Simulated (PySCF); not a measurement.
# EPR parameters of C6H9ClF

Species: C6H9ClF (doublet state).
Z-matrix (Å and degrees, GFN2-xTB geometry), rows numbered from 1:
```
C 
C   1  1.4659
C   2  1.5644  1  112.59
C   3  1.4955  2  111.60  1   -66.80
C   4  1.3267  3  120.87  2    96.13
F   5  1.3449  4  122.64  3  -177.98
C   4  1.4931  3  117.46  2   -82.71
Cl  7  1.7989  4  109.78  3   -66.96
H   1  1.0724  2  120.61  3    83.20
H   1  1.0724  2  120.51  3   -87.70
H   2  1.0925  1  110.64  3  -120.47
H   2  1.0918  1  110.32  3   118.95
H   3  1.0904  2  108.20  1   173.01
H   3  1.0897  2  108.47  1    54.98
H   5  1.0792  4  125.30  3     1.04
H   7  1.0886  4  111.88  3   174.58
H   7  1.0898  4  111.61  3    50.32
```

The hyperfine couplings belong to this conformer and change with its torsions.

Identity: `[CH2]CC/C(=C/F)CCl` [radical].

Method: PySCF 2.14.0, UKS B3LYP, pcH-1 on C Cl F H, non-relativistic, mean-field spin-orbit, GIAO. Isolated species at its GFN2-xTB geometry (one conformer only). The geometry wasn't refined by DFT: couplings that depend on bond lengths, twists or pyramidal angles can differ widely from those at the functional's own minimum. Stability of the SCF solution: not tested.

```json
{
  "g1, g2, g3": "2.00192, 2.00278, 2.00289",
  "g_iso": "2.00253",
  "Form of g": "close to axial: the two nearest values differ by 11 % of g3 − g1",
  "⟨S²⟩": "0.7536 (exact 0.7500)",
  "HOMO–LUMO gap, α and β orbitals": "5.43, 5.21 eV"
}
```

Isotropic coupling and dipolar principal values T1 to T3, in MHz:

| atom | isotope | a_iso | of which spin–orbit | T1 | T2 | T3 | Mulliken spin population |
| --- | --- | --- | --- | --- | --- | --- | --- |
| C1 | 13C | 93.7 | -0.1 | -80.8 | -80.0 | 160.7 | 1.08 |
| C2 | 13C | -32.1 | 0.0 | -2.0 | -0.4 | 2.4 | -0.09 |
| C3 | 13C | 87.3 | 0.0 | -6.9 | -6.7 | 13.6 | 0.06 |
| C4 | 13C | -2.2 | 0.0 | -1.1 | -0.4 | 1.6 | 0.00 |
| C5 | 13C | 6.0 | 0.0 | -0.7 | -0.2 | 0.9 | 0.00 |
| F6 | 19F | 1.8 | 0.0 | -2.5 | -0.9 | 3.4 | 0.00 |
| C7 | 13C | 0.0 | 0.0 | -0.3 | -0.3 | 0.6 | 0.00 |
| Cl8 | 35Cl | 0.8 | 0.0 | -0.4 | -0.4 | 0.8 | 0.00 |
| H9 | 1H | -62.6 | 0.0 | -39.1 | -0.1 | 39.2 | -0.05 |
| H10 | 1H | -63.0 | 0.0 | -39.2 | -0.1 | 39.2 | -0.05 |
| H11 | 1H | 41.5 | 0.0 | -4.9 | -4.5 | 9.4 | 0.02 |
| H12 | 1H | 30.3 | 0.0 | -5.0 | -4.4 | 9.4 | 0.01 |
| H13 | 1H | 9.3 | 0.0 | -4.1 | -1.7 | 5.8 | 0.01 |
| H14 | 1H | -3.9 | 0.0 | -6.0 | -2.0 | 8.1 | 0.00 |
| H15 | 1H | 1.4 | 0.0 | -3.0 | -1.8 | 4.8 | 0.00 |
| H16 | 1H | -0.1 | 0.0 | -0.8 | -0.7 | 1.5 | 0.00 |
| H17 | 1H | -0.1 | 0.0 | -1.3 | -1.1 | 2.4 | 0.00 |

The largest Mulliken spin populations are on C1 (+1.08) and C2 (-0.09). No atom but C1 exceeds +0.15. The angles at C1 add up to 359.4°, so it is planar; its axial dipolar tensor and the negative couplings of its protons fit spin in a p orbital normal to that plane.

Axes: g2 points within 3° of the C1–C2 bond.

Under fast tumbling the dipolar parts average out, and these isotropic splittings remain: 2 × 1H (H9/H10, I = 1/2, 3 lines) with 2.24 mT, 2 × 1H (H11/H12, I = 1/2, 3 lines) with 1.28 mT, 2 × 1H (H13/H14, I = 1/2, 3 lines) with 0.10 mT, 1 × 19F (F6, I = 1/2, 2 lines) with 0.06 mT, 1 × 1H (H15, I = 1/2, 2 lines) with 0.05 mT and 1 × 35Cl (Cl8, I = 3/2, 4 lines) with 0.03 mT.

Nuclei that the bonding pattern makes equivalent are averaged, as if the motion that swaps them (rotation, inversion, ring flip) were fast. The 1H value of +2.7 MHz is a mean of couplings from -3.9 to 9.3 MHz in this one geometry, not an average over conformers. The 1H value of +35.9 MHz is a mean of couplings from 30.3 to 41.5 MHz in this one geometry, not an average over conformers.

Main isotope only: 35Cl (natural samples also hold 24 % 37Cl, magnetic too, which adds its own pattern).

The 13C coupling of C1 (93.7 MHz) shows only in satellite lines or after enrichment, since that isotope makes up about 1.07 % of natural carbon.
